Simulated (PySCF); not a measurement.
# Excitation energy of Ca by level of theory

Ca [Ar] 4s2 (1S) → Ca [Ar] 4p2 (3P), as a difference of total energies. Calculation: PySCF 2.14, in x2c-QZVPPall with one added diffuse shell each of s, p, d, f type (12s8p5d4f, 89 functions); scalar relativity by spin-free X2C-1e. Correlated levels: valence: [Ar] frozen. The calculations carry no spin-orbit coupling.

```tsv
method	excitation energy (eV)	error (eV)
UHF	4.180	-0.594
MP2 (valence)	4.606	-0.168
SCS-MP2 (valence)	4.802	+0.028
CCSD (valence)	4.589	-0.185
```

Reference: 4.774 eV (measured; NIST levels, between the centres of gravity of the two terms).

Errors of the correlated levels include the incompleteness of this basis and the frozen core.

With two correlated electrons CCSD is exact in that space.

The coupled-cluster amplitudes are large for the upper state (T1 above 0.03 or a double amplitude above 0.15), so a single reference is strained.
